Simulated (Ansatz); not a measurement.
A search over several starts for the lowest SCF solution of CH5NZn⁺, that is ZnMe(NH2) with one electron fewer at the given spin, in a small basis.

```yaml
crystal:
  periodic: [false, false, false]
  atoms:
    - {symbol: Zn, position_ang: [0.000416, -0.021080, -0.298586]}
    - {symbol: C, position_ang: [-0.009904, -0.011735, 1.618616]}
    - {symbol: H, position_ang: [0.051271, 1.004913, 2.013406]}
    - {symbol: H, position_ang: [0.837118, -0.580259, 2.011367]}
    - {symbol: H, position_ang: [-0.925351, -0.469741, 2.001586]}
    - {symbol: N, position_ang: [0.012245, -0.180051, -2.108859]}
    - {symbol: H, position_ang: [0.834115, 0.128693, -2.611323]}
    - {symbol: H, position_ang: [-0.799911, 0.129260, -2.626208]}
basis:
  gaussian: {orbitals: def2-SVP}
total_charge: 1
magnetization: {spin_polarized: true, initial_magnetization: 1}
hamiltonian: {xc: pbe0, dispersion: d4}
output: {orbitals: {seedname: orbitals}}
```

```sh
$ ansatz run in.yaml --threads 4 --pin off --events-out ev --progress --plain --max-ram 3916MiB
```

Shortened log:

```
Functional definition: PBE0
847 factors; integrals over basis functions are off by at most 1.1e-3 eV
mean field evaluation 1: about -50973.1905 eV, gradient 8.1e1 eV
mean field evaluation 2: about -50927.2042 eV, gradient 1.2e2 eV
mean field evaluation 4: about -50996.1297 eV, gradient 3.0e1 eV
mean field evaluation 8: about -51000.7048 eV, gradient 2.8e-1 eV
mean field evaluation 16: about -51000.8985 eV, gradient 2.0e-2 eV
mean field -51000.89851321 eV, -1874.2484507098 hartree, gradient 5.9e-5 eV, S^2 0.755414; 2 other end points of the search recorded, 0 dependent functions left out
reference -51000.89854486 eV, -1874.2484518729 hartree; 24, 23 occupied and 60, 61 virtual orbitals, 847 factors
Total energy: -51000.96542544 eV, -1874.2509096888 hartree
```

It took 3 s on 4 threads of Intel Xeon on a shared host.
